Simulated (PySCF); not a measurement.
Level of theory: PBE-D3(BJ)/def2-TZVP // B3LYP-D3(BJ)/def2-TZVP in PySCF 2.14.0. All species are isolated molecules in the gas phase. 

Reference species (SMILES): `[F][In][F]` (neutral, multiplicity 2).

```yaml
dipole_moment: 2.94 D
```

Changed species: `[InH2]` (radical fragment; the reference has radical fragment).

Question: Give the shifts of the dipole moment.

Answer: the dipole moment decreases by 2.49 D, to 0.45 D.
